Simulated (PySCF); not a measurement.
## Partial charges of `C#Cc1pcc(C=O)c(C)p1`

Compound: C₈H₆OP₂.
Structure used (GFN2-xTB), in Å, numbered top down from 1:
```
atom  x, y, z in Å
C1     4.457    1.119   -0.150
C2     3.333    0.693   -0.105
C3     2.016    0.192   -0.041
P4     1.888   -1.538    0.227
C5     0.180   -1.758    0.273
C6    -0.867   -0.848    0.136
C7    -2.212   -1.453    0.266
O8    -2.420   -2.633    0.398
C9    -0.733    0.523   -0.100
C10   -1.939    1.411   -0.260
P11    0.772    1.404   -0.247
H12    5.439    1.486   -0.190
H13   -0.139   -2.783    0.442
H14   -3.055   -0.743    0.245
H15   -2.569    1.080   -1.084
H16   -1.618    2.432   -0.470
H17   -2.541    1.430    0.649
```

Density: PBE0/pcSseg-1 (PySCF); schemes: Mulliken, IAO, Hirshfeld and ESP-fitted. One conformer (not necessarily the lowest) at the GFN2-xTB geometry, without solvent, vibrations or thermal averaging.

Give the atomic charges in each scheme.

In e; atoms taken as equivalent share a row and are averaged (×n: the atom named and its like, n in all):

```json
{"atom": "C1", "environment": "terminal alkyne carbon", "Mulliken": "-0.351", "IAO": "-0.213", "Hirshfeld": "-0.089", "ESP-fitted": "-0.390"}
{"atom": "C2", "environment": "alkyne carbon", "Mulliken": "+0.482", "IAO": "-0.022", "Hirshfeld": "-0.062", "ESP-fitted": "+0.009"}
{"atom": "C3", "environment": "substituted aromatic carbon", "Mulliken": "-0.841", "IAO": "-0.442", "Hirshfeld": "-0.102", "ESP-fitted": "+0.243"}
{"atom": "P4", "environment": "phosphorus bonded to 2 C", "Mulliken": "+0.575", "IAO": "+0.439", "Hirshfeld": "+0.134", "ESP-fitted": "-0.165"}
{"atom": "C5", "environment": "aromatic CH carbon", "Mulliken": "-0.273", "IAO": "-0.353", "Hirshfeld": "-0.093", "ESP-fitted": "+0.086"}
{"atom": "C6", "environment": "substituted aromatic carbon", "Mulliken": "-0.240", "IAO": "-0.052", "Hirshfeld": "-0.018", "ESP-fitted": "-0.480"}
{"atom": "C7", "environment": "aldehyde carbon", "Mulliken": "+0.380", "IAO": "+0.247", "Hirshfeld": "+0.124", "ESP-fitted": "+0.586"}
{"atom": "O8", "environment": "aldehyde oxygen", "Mulliken": "-0.350", "IAO": "-0.382", "Hirshfeld": "-0.207", "ESP-fitted": "-0.481"}
{"atom": "C9", "environment": "substituted aromatic carbon", "Mulliken": "-0.522", "IAO": "-0.182", "Hirshfeld": "-0.031", "ESP-fitted": "+0.387"}
{"atom": "C10", "environment": "benzylic-type carbon", "Mulliken": "-0.169", "IAO": "-0.427", "Hirshfeld": "-0.119", "ESP-fitted": "-0.480"}
{"atom": "P11", "environment": "phosphorus bonded to 2 C", "Mulliken": "+0.605", "IAO": "+0.409", "Hirshfeld": "+0.124", "ESP-fitted": "-0.221"}
{"atom": "H12", "environment": "alkyne hydrogen", "Mulliken": "+0.049", "IAO": "+0.209", "Hirshfeld": "+0.099", "ESP-fitted": "+0.306"}
{"atom": "H13", "environment": "aromatic hydrogen", "Mulliken": "+0.141", "IAO": "+0.187", "Hirshfeld": "+0.043", "ESP-fitted": "+0.160"}
{"atom": "H14", "environment": "formyl hydrogen", "Mulliken": "+0.076", "IAO": "+0.106", "Hirshfeld": "+0.046", "ESP-fitted": "-0.009"}
{"atom": "H15/H16/H17", "environment": "methyl hydrogen", "Mulliken": "+0.146", "IAO": "+0.159", "Hirshfeld": "+0.050", "ESP-fitted": "+0.149"}
```

Mean size of the charges over all atoms: Mulliken 0.323 e, ESP-fitted 0.262 e, IAO 0.244 e, Hirshfeld 0.085 e. Each set sums to the total charge, 0, to within 0.001 e. The ESP scheme fits charges at the nuclei, held to the total charge, to the electrostatic potential on points at 1.4 to 2.0 times the van der Waals radii.

Lowest charge. The schemes don't all agree: Mulliken C3 (-0.841); IAO C3 (-0.442); Hirshfeld O8 (-0.207); ESP-fitted O8 (-0.481).

Highest charge. The schemes don't all agree: Mulliken P11 (+0.605); IAO P4 (+0.439); Hirshfeld P4 (+0.134); ESP-fitted C7 (+0.586).

Sum the charges by element, for elements with more than one atom.

```json
{"element": "C", "atoms": "8", "Mulliken": "-1.534", "IAO": "-1.445", "Hirshfeld": "-0.390", "ESP-fitted": "-0.039"}
{"element": "P", "atoms": "2", "Mulliken": "+1.180", "IAO": "+0.849", "Hirshfeld": "+0.258", "ESP-fitted": "-0.386"}
{"element": "H", "atoms": "6", "Mulliken": "+0.704", "IAO": "+0.978", "Hirshfeld": "+0.338", "ESP-fitted": "+0.906"}
```

How closely do the schemes follow one another over all atoms?

Correlation coefficient and root-mean-square difference: IAO with Hirshfeld 0.94, 0.190 e; Mulliken with IAO 0.85, 0.212 e; Mulliken with Hirshfeld 0.72, 0.324 e; Hirshfeld with ESP-fitted 0.46, 0.282 e; IAO with ESP-fitted 0.29, 0.353 e; Mulliken with ESP-fitted 0.08, 0.477 e.

The run behind these numbers computed NMR shieldings as well. Time: 56 s of wall time; peak memory 1.1 GiB. Hardware: one thread, Arm Neoverse V1 (aarch64), no GPU, shared host with 32 logical CPUs at a one-minute load of 15.
